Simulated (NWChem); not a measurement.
Species: CH7AsSi; SMILES C[SiH2][AsH2]

```xyz
10

Si     0.6135    -1.1237    -0.0001
C     -0.8194    -2.3429     0.0065
As    -0.0327     1.1632     0.0167
H      1.4824    -1.3331     1.2011
H      1.4613    -1.3216    -1.2181
H     -1.4428    -2.2082     0.9035
H     -0.4450    -3.3789    -0.0007
H     -1.4572    -2.2009    -0.8792
H     -1.0777     0.9378    -1.0743
H     -1.0555     0.9276     1.1265
```
Atoms are numbered in this order, from 1.

Level: PBE0/def2-SVP (NWChem), optimised geometry, unscaled harmonic frequencies. 

**Question.** List the harmonic frequencies with IR intensities, and the thermochemistry.

**Answer.** 
| frequency (cm⁻¹) | IR intensity (km/mol) |
|---|---|
| 131 | 0.6 |
| 155 | 1.1 |
| 170 | 0.3 |
| 349 | 1.2 |
| 396 | 14.2 |
| 559 | 0.8 |
| 564 | 37.8 |
| 689 | 7.7 |
| 743 | 0.5 |
| 749 | 16.7 |
| 882 | 252.3 |
| 887 | 29.4 |
| 931 | 58.7 |
| 992 | 28.1 |
| 1261 | 16.3 |
| 1428 | 9.2 |
| 1429 | 1.9 |
| 2202 | 45.6 |
| 2212 | 0.9 |
| 2216 | 126.8 |
| 2225 | 196.7 |
| 3059 | 2.3 |
| 3164 | 1.2 |
| 3172 | 1.2 |

| Item | Result |
|---|---|
| zero-point energy | 43.7 kcal/mol |
| thermal correction to the enthalpy at 298.15 K (with zero-point energy) | 48.2 kcal/mol |
| heat capacity Cv | 21.5 cal/(mol K) |
| entropy at 298.15 K and 1 atm (symmetry number 1) | 79.0 cal/(mol K) |
| dipole moment | 1.40 D |

Rigid rotor and harmonic oscillator.
